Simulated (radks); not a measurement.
Results of a calculation; reference values are marked as such.
All-electron atom: the europium ion Eu2+ in [Xe] 4f7. Code: a radial shooting solver on a logarithmic mesh with Libxc functionals. Model: scalar-relativistic Kohn-Sham, LDA (Slater exchange, Perdew-Wang correlation), spin-polarised, spherical densities, finite nucleus; open shells are filled with parallel spins first (spin-orbit coupling, left out, can overturn this in heavy ions); Fermi nuclear charge, rms radius 5.1115 fm.

Local quantities along the radius. ELF = 1/(1 + alpha^2) is the electron localisation function; alpha = (tau - tau_W)/tau_unif compares the Pauli kinetic energy density with that of the uniform gas (summed over spins); 4 pi r^2 rho is in e/bohr; -r V(r) is the screened charge that the Kohn-Sham potential of spin up presents (atomic units); s = |grad rho|/(2 (3 pi^2)^(1/3) rho^(4/3)) is the reduced gradient. tau is taken from the large components.

| r (bohr) | ELF | alpha | 4 pi r^2 rho | -r V(r) | s |
|---|---|---|---|---|---|
| 0.001076 | 0.999 | 0.02406 | 4.351 | 62.62 | 0.8054 |
| 0.001253 | 0.999 | 0.02441 | 5.575 | 62.56 | 0.7497 |
| 0.001459 | 0.999 | 0.02497 | 7.116 | 62.48 | 0.7024 |
| 0.001685 | 0.999 | 0.02572 | 8.932 | 62.40 | 0.6645 |
| 0.001961 | 0.999 | 0.02679 | 11.30 | 62.30 | 0.6312 |
| 0.002283 | 0.999 | 0.02821 | 14.21 | 62.19 | 0.6041 |
| 0.002658 | 0.999 | 0.03008 | 17.75 | 62.05 | 0.5827 |
| 0.003095 | 0.999 | 0.03252 | 22.00 | 61.89 | 0.5664 |
| 0.003603 | 0.999 | 0.03570 | 27.03 | 61.71 | 0.5552 |
| 0.004194 | 0.998 | 0.03989 | 32.85 | 61.50 | 0.5486 |
| 0.004883 | 0.998 | 0.04546 | 39.45 | 61.26 | 0.5468 |
| 0.005684 | 0.997 | 0.05297 | 46.71 | 60.97 | 0.5496 |
| 0.006564 | 0.996 | 0.06266 | 53.99 | 60.66 | 0.5567 |
| 0.007642 | 0.994 | 0.07692 | 61.79 | 60.29 | 0.5692 |
| 0.008897 | 0.991 | 0.09745 | 69.22 | 59.87 | 0.5869 |
| 0.01036 | 0.984 | 0.1278 | 75.70 | 59.38 | 0.6098 |
| 0.01206 | 0.971 | 0.1741 | 80.60 | 58.83 | 0.6377 |
| 0.01404 | 0.943 | 0.2461 | 83.37 | 58.21 | 0.6690 |
| 0.01634 | 0.885 | 0.3601 | 83.71 | 57.50 | 0.6996 |
| 0.01902 | 0.775 | 0.5381 | 81.83 | 56.71 | 0.7211 |
| 0.02215 | 0.611 | 0.7985 | 78.53 | 55.82 | 0.7181 |
| 0.02558 | 0.452 | 1.102 | 75.43 | 54.88 | 0.6743 |
| 0.02978 | 0.347 | 1.373 | 74.00 | 53.78 | 0.5746 |
| 0.03466 | 0.331 | 1.423 | 76.14 | 52.56 | 0.4423 |
| 0.04035 | 0.402 | 1.220 | 82.66 | 51.21 | 0.3316 |
| 0.04698 | 0.536 | 0.9304 | 92.62 | 49.72 | 0.2826 |
| 0.05469 | 0.666 | 0.7078 | 103.1 | 48.10 | 0.2946 |
| 0.06367 | 0.737 | 0.5976 | 110.2 | 46.34 | 0.3461 |
| 0.07412 | 0.733 | 0.6030 | 110.3 | 44.43 | 0.4154 |
| 0.08629 | 0.643 | 0.7444 | 103.1 | 42.39 | 0.4781 |
| 0.09965 | 0.488 | 1.025 | 92.81 | 40.34 | 0.4938 |
| 0.116 | 0.355 | 1.348 | 84.48 | 38.05 | 0.4196 |
| 0.1351 | 0.359 | 1.337 | 83.85 | 35.67 | 0.2862 |
| 0.1572 | 0.500 | 1.000 | 90.47 | 33.19 | 0.2169 |
| 0.183 | 0.667 | 0.7069 | 97.18 | 30.66 | 0.2540 |
| 0.2131 | 0.744 | 0.5866 | 94.85 | 28.11 | 0.3598 |
| 0.2481 | 0.701 | 0.6532 | 80.14 | 25.58 | 0.4994 |
| 0.2888 | 0.484 | 1.032 | 59.39 | 23.08 | 0.6133 |
| 0.3362 | 0.249 | 1.737 | 43.87 | 20.62 | 0.5336 |
| 0.3883 | 0.260 | 1.687 | 40.05 | 18.33 | 0.2707 |
| 0.452 | 0.508 | 0.9850 | 44.22 | 15.98 | 0.1659 |
| 0.5262 | 0.702 | 0.6512 | 47.64 | 13.72 | 0.2512 |
| 0.6126 | 0.727 | 0.6128 | 43.97 | 11.62 | 0.3894 |
| 0.7131 | 0.634 | 0.7599 | 34.32 | 9.778 | 0.5301 |
| 0.8302 | 0.460 | 1.084 | 23.94 | 8.197 | 0.6263 |
| 0.9665 | 0.335 | 1.408 | 16.69 | 6.868 | 0.6107 |
| 1.125 | 0.363 | 1.325 | 12.82 | 5.768 | 0.5255 |
| 1.31 | 0.507 | 0.9852 | 10.54 | 4.874 | 0.5172 |
| 1.513 | 0.625 | 0.7752 | 8.457 | 4.199 | 0.6163 |
| 1.761 | 0.649 | 0.7352 | 5.984 | 3.650 | 0.8147 |
| 2.05 | 0.569 | 0.8707 | 3.631 | 3.245 | 1.123 |
| 2.387 | 0.388 | 1.257 | 1.854 | 2.948 | 1.608 |
| 2.779 | 0.174 | 2.181 | 0.7842 | 2.721 | 2.409 |
| 3.235 | 0.046 | 4.559 | 0.2708 | 2.537 | 3.806 |
| 3.766 | 0.007 | 11.51 | 0.07542 | 2.384 | 6.363 |
| 4.384 | 0.001 | 34.29 | 0.01689 | 2.260 | 11.23 |
| 5.103 | 0.000 | 113.3 | 0.003072 | 2.164 | 20.79 |
| 5.894 | 0.000 | 363.9 | 0.0005131 | 2.100 | 39.00 |

On this mesh the ELF has minima near r = 0.035, 0.12, 0.34, 0.97 bohr, which separate the shells, and maxima near 0.064 (0.74), 0.21 (0.74), 0.61 (0.73), 1.8 (0.65).
